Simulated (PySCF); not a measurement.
C₄H₁₂Ge, charge +1, doublet, at a GFN2-xTB geometry (a state made from the parent by changing its charge; the spin is typed, not shown lowest). Base run: PySCF with CAMB3LYP/3-21G.

Here is a job for PySCF.
```python
from pyscf import gto, scf, dft

mol = gto.Mole()
mol.atom = '''
    Ge    0.47591856    1.09788109    0.13075048
    C    -0.40539331   -0.93518868   -0.11137487
    C    -0.54460362   -1.38233084    1.30899685
    C     0.64518900   -1.63323048   -0.91498293
    C    -1.68278269   -0.63435836   -0.82869555
    H     1.76686455    0.83459578    0.85108805
    H     0.63088352    1.58112379   -1.28247607
    H    -0.55661140    1.83153890    0.93720880
    H    -0.97589732   -2.38876453    1.32358796
    H     0.41770070   -1.44840942    1.81808874
    H    -1.22178465   -0.74494888    1.87885705
    H     1.59663677   -1.69701966   -0.38559780
    H     0.79506865   -1.17025642   -1.89107804
    H     0.32244988   -2.66255580   -1.10330381
    H    -1.51166089   -0.18049875   -1.80557800
    H    -2.34957812   -0.00380146   -0.23932946
    H    -2.21792183   -1.57254836   -1.00914371
'''
mol.basis = '3-21g'
mol.charge = 1
mol.spin = 1
mol.verbose = 4
mol.build()

mf = dft.UKS(mol)
mf.xc = 'camb3lyp'
mf.kernel()
```

The base run was repeated with changes; each row names its change, and settings that it needs were set with it.

```json
[
 {"change": "base", "ΔE vs base (mEh)": "0.000", "SCF cycles": "10", "<S^2>": "0.752"},
 {"change": "init_guess = atom", "ΔE vs base (mEh)": "0.000", "SCF cycles": "10", "<S^2>": "0.752"},
 {"change": "init_guess = sap", "ΔE vs base (mEh)": "0.000", "SCF cycles": "16", "<S^2>": "0.752"},
 {"change": "conv_tol = 1e-12", "ΔE vs base (mEh)": "0.000", "SCF cycles": "20", "<S^2>": "0.752"},
 {"change": "solver = newton", "ΔE vs base (mEh)": "0.000", "SCF cycles": "-", "<S^2>": "0.752"},
 {"change": "level_shift = 0.3 (with mf.max_cycle = 100)", "ΔE vs base (mEh)": "0.000", "SCF cycles": "14", "<S^2>": "0.752"},
 {"change": "diis = off; damp = 0.3 (with mf.diis_start_cycle = 200; with mf.max_cycle = 150)", "ΔE vs base (mEh)": "0.000", "SCF cycles": "17", "<S^2>": "0.752"},
 {"change": "conv_tol = 1e-11", "ΔE vs base (mEh)": "0.000", "SCF cycles": "12", "<S^2>": "0.752"},
 {"change": "diis_space = 2", "ΔE vs base (mEh)": "0.000", "SCF cycles": "14", "<S^2>": "0.752"},
 {"change": "damp = 0.5; diis_start_cycle = 5", "ΔE vs base (mEh)": "0.000", "SCF cycles": "11", "<S^2>": "0.752"},
 {"change": "conv_tol_grad = 1e-7", "ΔE vs base (mEh)": "0.000", "SCF cycles": "13", "<S^2>": "0.752"},
 {"change": "conv_tol = 1e-4", "ΔE vs base (mEh)": "0.002", "SCF cycles": "5", "<S^2>": "0.752"},
 {"change": "diis_space = 12", "ΔE vs base (mEh)": "0.000", "SCF cycles": "10", "<S^2>": "0.752"}
]
```

Open shells are given as the SCF converged; they aren't shown to be the lowest states, and a large step between rows can be another state.
